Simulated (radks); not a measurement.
Successive ionisation energies (eV) of one element, from differences of total energies of ions in their ground configurations, starting at charge 2: 25.611, 44.595, 80.071, 95.331, 110.69, 132.15, 149.53, 166.47, 183.29, 212.23, 260.91. All-electron calculation, scalar-relativistic Kohn-Sham, SCAN, spin-polarised, spherical densities, finite nucleus; open shells are filled with parallel spins first (spin-orbit coupling, left out, can overturn this in heavy ions); meta-GGA in the generalised Kohn-Sham scheme; Fermi nuclear charge, rms radius 5.2256 fm. Program: a radial shooting solver on a logarithmic mesh with Libxc functionals. Which element is it?

Answer. Thulium (Z = 69). The first species listed is Tm2+ in [Xe] 4f13, the last Tm12+ in [Kr] 4d10 4f9 5s2.
